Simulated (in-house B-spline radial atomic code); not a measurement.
A fraction x of an electron is removed from 5d in the lanthanum ion La²⁺, starting from [Xe] 5d1 and keeping the highest spin. Method: scalar-relativistic (X2C) B97-1, spin-polarised, spherical fractional occupations, Fermi nucleus of rms radius 4.855 fm. Calculated with an all-electron radial atomic-structure program (B-spline basis).

Caution: exact exchange at fractional occupations of open shells leaves self-interaction of up to several eV.

```csv
x,E(x) - E(0) (eV),5d up level (eV)
0,0.0000,-14.222
0.04,0.5750,-14.526
0.24,3.6341,-16.072
0.31,4.7784,-16.622
0.4,6.3064,-17.336
0.5,8.0800,-18.138
0.6,9.9343,-18.950
0.75,12.8691,-20.184
0.83,14.5104,-20.849
0.96,17.2912,-21.932
1,18.1751,-
```

The exact functional would give a straight line between the two integer points. Deviations E(x) - E(0) - x[E(1) - E(0)], in eV: -0.152 at x = 0.04, -0.728 at x = 0.24, -0.856 at x = 0.31, -0.964 at x = 0.4, -1.008 at x = 0.5, -0.971 at x = 0.6, -0.762 at x = 0.75, -0.575 at x = 0.83, -0.157 at x = 0.96.

The curve lies below the straight line by up to 1.008 eV (at x = 0.5): convex, the delocalisation error, to which spherically averaged exact exchange adds.

Question: How well does Slater's transition state (minus the level at half occupation) give the ionisation energy?

Answer: It gives 18.138 eV against 18.175 eV from the two total energies; NIST lists 19.18 eV, ground level to ground level. The end point has an open shell averaged over its orbitals, so its exact exchange keeps a self-interaction and this is no true integer point.
